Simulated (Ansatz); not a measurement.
Cost and result for the atomization energy of ClHSSn, SMILES `[SH][Sn][Cl]` (4 atoms, 3 bonds).

| atom | x (Å) | y (Å) | z (Å) |
| --- | --- | --- | --- |
| S1 | -1.2950 | 0.3474 | 0.8101 |
| Sn2 | 0.8905 | -0.6969 | 0.9669 |
| Cl3 | 1.5371 | -0.3135 | -1.2906 |
| H4 | -1.1326 | 0.6631 | -0.4864 |

The species carries charge 0 and has multiplicity 1. Correlated methods include outer-core shells of Sn, which these sets cover unevenly. Sn: def2 effective core potential. The geometry is a stationary point of PBE0-D4/def2-TZVP. It is one conformer, not always the lowest. Program: Ansatz. All runs use 2 threads of a server CPU on a shared host. Times are those of one run each, without the atoms' runs, and a repeat can differ threefold. Electronic energies, without spin–orbit coupling; frozen cores. CCSD(T)/CBS adds CCSD(T) − MP2 in def2-TZVPP to the MP2 limit, and its time is that of the two runs behind it. T1 = 0.015. With those shells the extrapolation isn't a true limit. HSE06 is the plane-wave form, built on full-range PBE exchange.

CCSD(T)/CBS is a level of theory with its own doubt, some kJ/mol a heavy atom from the limit and from the frozen cores, so smaller differences don't rank the functionals.

| level | functions | wall time |
| --- | --- | --- |
| LDA (SPW92)/def2-TZVPP | 148 | 0.9 s |
| CCSD(T)/def2-SVP | 67 | 1.4 s |
| revPBE-D4/def2-TZVPP | 148 | 1.6 s |
| PBE-D4/def2-TZVPP (with forces) | 148 | 1.9 s |
| BHLYP-D4/def2-TZVPP | 148 | 2.5 s |
| HSE06-D4/def2-TZVPP | 148 | 2.6 s |
| B2PLYP/def2-TZVPP | 148 | 4.3 s |
| PBE-QIDH/def2-TZVPP | 148 | 4.3 s |
| r2SCAN-D4/def2-TZVPP (with forces) | 148 | 4.4 s |
| ωB97X-V/def2-TZVPP | 148 | 5.5 s |
| MP2/def2-QZVPP | 252 | 8 s |
| CCSD(T)/def2-TZVPP | 148 | 29 s |
| CCSD(T)/CBS(def2) | – | 37 s |

Problem. What atomization energy does each give, and how far from CCSD(T)/CBS? (Best estimate.)

Solution. Ansatz gave: 
```csv
level,atomization (kcal/mol),difference from CCSD(T)/CBS,per bond
LDA (SPW92)/def2-TZVPP,300.8,41.7,13.9
CCSD(T)/def2-SVP,224.3,-34.8,-11.6
revPBE-D4/def2-TZVPP,256.4,-2.7,-0.9
PBE-D4/def2-TZVPP (with forces),264.3,5.2,1.7
BHLYP-D4/def2-TZVPP,245.0,-14.1,-4.7
HSE06-D4/def2-TZVPP,256.1,-3.0,-1.0
B2PLYP/def2-TZVPP,250.2,-8.9,-3.0
PBE-QIDH/def2-TZVPP,251.4,-7.7,-2.6
r2SCAN-D4/def2-TZVPP (with forces),259.1,0.0,0.0
ωB97X-V/def2-TZVPP,258.6,-0.5,-0.2
MP2/def2-QZVPP,259.1,0.0,0.0
CCSD(T)/def2-TZVPP,245.0,-14.1,-4.7
CCSD(T)/CBS(def2),259.1,0.0,0.0
```

From r2SCAN to r2SCAN0 (25 % exact exchange), in def2-TZVPP and without D4, the atomization energy moves by −8.2 kcal/mol: exact exchange takes away binding that semilocal exchange gives to molecules. At CCSD(T), def2-SVP lies −34.8 kcal/mol from the extrapolated value and def2-TZVPP −14.1 kcal/mol: correlation converges slowly with the basis, and small sets miss more of it in the bonded molecule than in its fragments. In def2-TZVPP, CCSD(T) changes the Hartree–Fock value by +75.9 kcal/mol (the triples alone add +7.4 kcal/mol) and MP2 by +81.5 kcal/mol; breaking electron pairs costs correlation energy, which Hartree–Fock lacks.

Spin–orbit coupling would lower the free Sn atoms strongly, and the atomization energy with them, by more than many differences here. For some Ge, Se and Sn compounds the MP2-based and the directly extrapolated limit differ by 10 to 25 kJ/mol.
